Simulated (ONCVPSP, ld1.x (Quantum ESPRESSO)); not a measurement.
## Potentials for Co (Z = 27) compared

Generated with ld1.x 7.5 (TM, RRKJ, ultrasoft, PAW), atompaw 4.2 or ONCVPSP 4.0.1. The cutoff is in Ry: for ld1.x and atompaw files where the sum of valence levels is converged to 10 mRy in a Bessel basis, for ONCV files where the hardest occupied wave has 1 mHa per electron of residual kinetic energy. The error is the largest all-electron minus pseudo excitation energy over each file’s own four to seven test configurations (ionisations up to +4, promotions, holes and added fractions of an electron), all of which were solved. The labels leave out finer settings (local radius, basis sizes, second energies), which also bear on the numbers. Spin-polarised tests are not counted. The rows are a selection from randomly drawn settings: files with unsolved tests, undetermined cutoffs or missed reference levels are left out.

A true bound ghost makes a file unfit for plane-wave use even where its test errors are small: the radial tests pick states by their node count and pass the ghost by.

| potential | cutoff (Ry) | largest error (meV) | bound ghosts |
| --- | --- | --- | --- |
| ONCV, revPBE, scalar-relativistic, rc 1.30/0.95/1.40 (spd), local smoothed, core correction yes, reference 3s2 3p6 3d7 4s0.5, qcut 11.7/16.6/11.1, projectors 2/1/2 | 146 | +4.2 | none |
| ONCV, LDA (Perdew-Wang 92), scalar-relativistic, rc 2.05/1.85/1.05 (spd), local smoothed, core correction yes, reference 3d8 4s1, qcut 3.9/4.2/14.6, projectors 3/2/2 | 166 | -114 | s, p |
| ONCV, PBE, scalar-relativistic, rc 1.55/1.05/1.45 (spd), local smoothed, core correction no, reference 3s2 3p6 3d7 4s2, qcut 10.2/11.7/11.7, projectors 2/3/3 | 101 | +10 | none |
| ONCV, PBE, scalar-relativistic, rc 1.55/1.10/1.25 (spd), local smoothed, core correction yes, reference 3s2 3p6 3d7 4s1, qcut 7.7/10/14.4, projectors 2/3/1 | 140 | -6.3 | none |
| TM, PBE, non-relativistic, rc 1.05/1.15/1.10 (spd), local s, core correction yes, reference 3s2 3p6 3d7 4s0 4p0 | 180 | +1120 | none |

Task: Fill in the row for Co: ultrasoft, PBEsol, scalar-relativistic, rc 1.95/1.65/1.00 (spd), local smoothed, core correction no, reference 3p6 3d7 4s2 4p0.

Result: cutoff 110 Ry, largest error -63 meV, bound ghosts: s.

Task: Fill in the row for Co: PAW, PBE, scalar-relativistic, rc 2.05/1.20/1.40 (spd), local smoothed, core correction yes, reference 3p6 3d7 4s1 4p1.

Result: cutoff 80 Ry, largest error -194 meV, bound ghosts: s.

Task: Fill in the row for Co: ONCV, PBEsol, scalar-relativistic, rc 2.35/1.90/1.25/2.15 (spdf), local smoothed, core correction no, reference 3d7 4s2, qcut 3.3/4.8/12.9/5.2, projectors 2/1/2/1.

Result: cutoff 124 Ry, largest error +84 meV, bound ghosts: none.
